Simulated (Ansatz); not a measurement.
Abridged output of a molecular run in Ansatz:

```
Functional definition: HF
1161 factors; integrals over basis functions are off by at most 7.4e-4 eV
mean field evaluation 1: about -76659.3959 eV, gradient 2.8e1 eV
mean field evaluation 2: about -76659.3986 eV, gradient 2.8e1 eV
mean field evaluation 4: about -76663.1295 eV, gradient 2.5e0 eV
mean field evaluation 8: about -76663.2643 eV, gradient 2.3e-1 eV
mean field -76663.26616022 eV, -2817.3230671599 hartree, gradient 2.0e-6 eV, S^2 0.770098; 0 other end points of the search recorded, 0 dependent functions left out
14 core orbitals not correlated: weight in the atoms' cores, before any rotation towards them, 1.000 or more for the frozen orbitals, at most 0.000 for the correlated occupied ones
reference -76663.26616022 eV, -2817.3230671599 hartree; 19, 18 occupied and 124, 125 virtual orbitals, 1161 factors
second order -20.48324511 eV of doubles, -0.00000000 eV of singles
cycle   1  -20.09294311 eV  change    3.9e-1 eV  update   1.1e-1
cycle   2  -20.56869855 eV  change   -4.8e-1 eV  update   3.3e-2
cycle   3  -20.67505475 eV  change   -1.1e-1 eV  update   2.3e-2
cycle   4  -20.66363360 eV  change    1.1e-2 eV  update   9.2e-3
cycle   5  -20.65977574 eV  change    3.9e-3 eV  update   5.2e-3
cycle   6  -20.66255567 eV  change   -2.8e-3 eV  update   2.2e-3
cycle   7  -20.66275873 eV  change   -2.0e-4 eV  update   1.3e-3
cycle   8  -20.66284538 eV  change   -8.7e-5 eV  update   6.3e-4
cycle   9  -20.66300149 eV  change   -1.6e-4 eV  update   3.3e-4
cycle  10  -20.66277669 eV  change    2.2e-4 eV  update   1.5e-4
cycle  11  -20.66290020 eV  change   -1.2e-4 eV  update   9.0e-5
cycle  12  -20.66293390 eV  change   -3.4e-5 eV  update   3.6e-5
cycle  13  -20.66294778 eV  change   -1.4e-5 eV  update   2.0e-5
perturbative correction -0.73328681 eV, -0.0269477934 hartree
Total energy: -76684.66239481 eV, -2818.1093642783 hartree
Checks for a lower state left out: cluster_reference
```

Its atoms:

Z-matrix (Å, degrees):
```
N
In 1 2.070
H 1 1.014 2 113.4
H 1 1.017 2 110.8 3 121.0
Br 2 2.517 1 114.0 3 -164.4
```

(1) Which basis set was used?
A. def2-TZVPP
B. def2-SVP
C. cc-pV(Q+d)Z
D. def2-TZVPPD

(2) Write the keys of the input that set method, charge and spin (a neutral closed shell needs none for the last two).

## Answers

(1) A. It gives 157 functions.

(2) 
```yaml
magnetization: {spin_polarized: true, initial_magnetization: 1}
correlation: {method: ccsd_t}
scf: {omitted_lower_state_checks: [cluster_reference]}
```
